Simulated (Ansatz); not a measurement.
Start from `B/C=C(\F)C=C` and change one atom or group to get `B/C=C(\F)Cl`.

Ansatz, PBE0-D4/def2-TZVP geometries, multiplicity 1. Each molecule was computed in one conformer, which needn't be the lowest.

```csv
property,`B/C=C(\F)C=C`
size of the dipole moment (B3LYP/def2-TZVPP) / D,2.84
LUMO energy (ωB97M-V/def2-TZVPP) / eV,-0.52
size of the dipole moment (PBE/def2-TZVPP) / D,2.95
LUMO energy (B3LYP/def2-TZVPP) / eV,-2.67
LUMO energy (PBE0/def2-TZVPP) / eV,-2.49
HOMO–LUMO gap (PBE/def2-TZVPP) / eV,3.21
```

Task: What does the change do to each property? (An estimate is asked.)

Result: Computed: 
```csv
property,`B/C=C(\F)Cl`,shift
size of the dipole moment (B3LYP/def2-TZVPP) / D,1.19,-1.65
LUMO energy (ωB97M-V/def2-TZVPP) / eV,-0.29,0.23
size of the dipole moment (PBE/def2-TZVPP) / D,1.33,-1.62
LUMO energy (B3LYP/def2-TZVPP) / eV,-2.50,0.17
LUMO energy (PBE0/def2-TZVPP) / eV,-2.30,0.19
HOMO–LUMO gap (PBE/def2-TZVPP) / eV,3.87,0.66
```

With PBE0 the HOMO falls by 0.66 eV and the LUMO rises by 0.19 eV, so the gap widens by about 0.85 eV. PBE moves the HOMO by -0.50 eV and ωB97M-V by -0.76 eV. Dipoles are sizes alone; their direction can turn.

B3LYP here is the variant with VWN-RPA as its local correlation; programs differ in this.
